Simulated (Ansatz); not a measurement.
Cu2S⁺, relaxed as a doublet with UKS PBE0-D4/def2-TZVP in Ansatz, starting from the GFN2-xTB geometry. Force threshold 0.02 eV/Å.

The relaxation made no stability test and no search for a lower SCF solution. The structure comes from a short search, and lower isomers may exist.

Start:

```xyz
3

Cu   -0.166    1.250   -0.583
Cu    0.165   -0.299    1.348
S     0.001   -0.951   -0.765
```

| step | energy (eV) | largest force component (eV/Å) | SCF passes |
| --- | --- | --- | --- |
| 1 | -100093.9405 | 1.170 | 21 |
| 2 | -100094.0240 | 0.741 | 30 |
| 3 | -100094.1033 | 0.147 | 30 |
| 4 | -100094.1327 | 0.168 | 28 |
| 5 | -100094.1448 | 0.047 | 29 |
| 6 | -100094.1450 | 0.003 | 31 |

Force components are those of the run's own axes.

End:

```xyz
3

Cu   -0.2140    1.3620   -0.9538
Cu    0.2132   -0.6370    1.5360
S     0.0008   -0.7249   -0.5822
```

By distances, no bond broke or formed, bridged metal pairs apart. The bond that changes most is Cu2–S3, from 2.22 to 2.13 Å (atoms count from 1). Metal–metal contacts that move far: Cu1–Cu2 2.50 to 3.22 Å. The end is the same structure that another start reached.

No frequencies were taken in this run, so the end may be a saddle point.

Run time 16 s (4 threads of Arm Neoverse V1 on a shared host).
